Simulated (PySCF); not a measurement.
EPR parameters of C3H7F2Si2

Species: C3H7F2Si2 (doublet state).
Structure used (GFN2-xTB), in Å, numbered top down from 1:
```xyz
14
C3H7F2Si2 angstrom
C     -1.8913   -1.2923   -0.8016
C     -0.9420   -0.4841   -0.3031
Si     0.7153   -0.1140   -1.0634
Si     2.3692    0.9099    0.1377
C     -1.2213    0.2535    0.9656
F     -0.3376   -0.1024    1.9460
F     -1.0443    1.5972    0.8089
H     -1.7248   -1.8438   -1.7092
H     -2.8458   -1.4266   -0.3191
H      0.8623   -1.0703   -2.1662
H      1.9680    2.2734    0.4940
H      2.7826    0.2189    1.3643
H      3.5426    0.9827   -0.7439
H     -2.2338    0.0974    1.3678
```

The hyperfine couplings belong to this conformer and change with its torsions.

The species is `[SiH]([SiH3])C(=C)C(F)F` [radical].

Computed, not measured: UKS B3LYP, pcH-1 on C F H Si, non-relativistic, mean-field spin-orbit, GIAO in PySCF. The structure is a single GFN2-xTB conformer in the gas phase; no vibrational or solvent corrections. Couplings are sensitive to structure, and on GFN2-xTB geometries they can be far from those on DFT ones, by a factor of two or more for some ions and for spin on atoms past the first row. Stability of the SCF solution: not tested.

* g1, g2, g3: 2.00227, 2.00321, 2.00614
* g_iso: 2.00387
* Form of g: rhombic: the two nearest values differ by 24 % of g3 − g1
* ⟨S²⟩: 0.7610 (exact 0.7500)
* α and β electrons: 36, 35
* Basis functions: 265

Isotropic coupling and dipolar principal values T1 to T3, in G; ρ(0) is the spin density at the nucleus (MHz turned into gauss with g_iso; 10 G = 1 mT):

```
atom  isotope  a_iso  of which spin–orbit     T1    T2    T3  Mulliken spin population  ρ(0) (bohr⁻³)
  C1      13C    7.8                  0.0   -7.1  -6.7  13.8                      0.25         0.0194
  C2      13C   -7.8                  0.0   -5.4   2.2   3.2                     -0.14        -0.0196
 Si3     29Si  -74.9                  0.4  -60.8  30.2  30.6                      0.92         0.2374
 Si4     29Si    3.3                  0.0   -0.7  -0.4   1.1                     -0.02        -0.0104
  C5      13C    1.0                  0.0   -0.2  -0.1   0.3                      0.00         0.0026
  F6      19F   -2.1                  0.0   -5.6   0.5   5.1                      0.00        -0.0014
  F7      19F   -0.5                  0.0   -5.7  -0.4   6.1                      0.00        -0.0003
  H8       1H   -5.4                  0.0   -2.3  -0.5   2.8                     -0.01        -0.0034
  H9       1H   -5.9                  0.0   -3.5  -0.2   3.7                     -0.01        -0.0037
 H10       1H   -8.1                  0.0   -3.6   0.9   2.6                     -0.03        -0.0051
 H11       1H    6.8                  0.0   -0.8  -0.4   1.2                      0.01         0.0043
 H12       1H   23.9                  0.0   -0.8  -0.1   0.9                      0.03         0.0150
 H13       1H   -0.9                  0.0   -0.8  -0.4   1.3                      0.00        -0.0006
 H14       1H   -0.3                  0.0   -0.4  -0.1   0.5                      0.00        -0.0002
```

Largest spin populations (Mulliken): Si3 (+0.92), C1 (+0.25) and C2 (-0.14). The positive populations add up to 1.22 and the negative ones to -0.22, together 2S = 1. The angles at Si3 add up to 354.6°, so it is nearly planar; its axial dipolar tensor and the negative coupling of its proton fit spin in a p orbital normal to that plane.

Axes: g2 points within 12° of the Si3–Si4 bond.

Under fast tumbling the dipolar parts average out, and these isotropic splittings remain: 3 × 1H (H11/H12/H13, I = 1/2, 4 lines) with 0.99 mT, 1 × 1H (H10, I = 1/2, 2 lines) with 0.81 mT, 1 × 1H (H9, I = 1/2, 2 lines) with 0.59 mT, 1 × 1H (H8, I = 1/2, 2 lines) with 0.54 mT and 2 × 19F (F6/F7, I = 1/2, 3 lines) with 0.13 mT.

Class means assume fast exchange of nuclei equivalent by connectivity; if that motion is slow, each nucleus keeps its own coupling. The three 1H nuclei of mean +27.8 MHz run from -2.5 to 66.9 MHz in the frozen geometry.

The 29Si coupling of Si3 (-210.0 MHz) shows only in satellite lines or after enrichment, since that isotope makes up about 4.7 % of natural silicon.

The 13C coupling of C2 (-22.0 MHz) shows only in satellite lines or after enrichment, since that isotope makes up about 1.07 % of natural carbon.

β density exceeds α density at some nuclei, such as C2 (-0.0196), Si4 (-0.0104) and H10 (-0.0051), spin density in bohr⁻³. In a single determinant that takes different orbitals for the two spins, that is spin polarisation.
